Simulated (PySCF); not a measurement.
CH9FN2Si2. Atoms are numbered in the order given.

```xyz
15

N      3.0212     0.1640    -0.4083
Si     1.7144    -0.9604    -0.2882
N      0.5358    -0.3712     0.8504
Si    -1.1956    -0.2509     0.6642
C     -1.6463     1.2283    -0.4473
F     -3.0304     1.3116    -0.5802
H      3.9579    -0.1634    -0.6214
H      2.8787     1.1165    -0.7297
H      0.9059    -1.1940    -1.5266
H      2.3713    -2.2436     0.0993
H      0.9082    -0.0633     1.7467
H     -1.8001    -0.0371     2.0091
H     -1.7711    -1.4758     0.0417
H     -1.1945     1.1196    -1.4513
H     -1.2666     2.1756    -0.0207
```

Geometry: B3LYP-D3(BJ)/def2-SVP. The structure was generated by enumeration, and PubChem lists no compound with its InChIKey, so it may never have been made. Other conformers were not sampled.

The numbers are results of PySCF with ωB97X/def2-TZVP, not measurements.

Gas-phase values at a fixed geometry.

```json
{
  "total_energy": "-831.98649 hartree",
  "highest_occupied_level": "-9.79 eV",
  "lowest_empty_level": "2.20 eV",
  "orbital_gap": "11.99 eV",
  "dipole_moment": "0.669 e·Å",
  "quadrupole, principal values (traceless, Buckingham form, about the centre of nuclear charge)": "-8.60, 1.49, 7.10 D·Å",
  "mean_static_polarisability": "77.1 bohr³ (11.42 Å³)",
  "polarisability_principal_values": "69.1, 73.5, 88.6 bohr³"
}
```
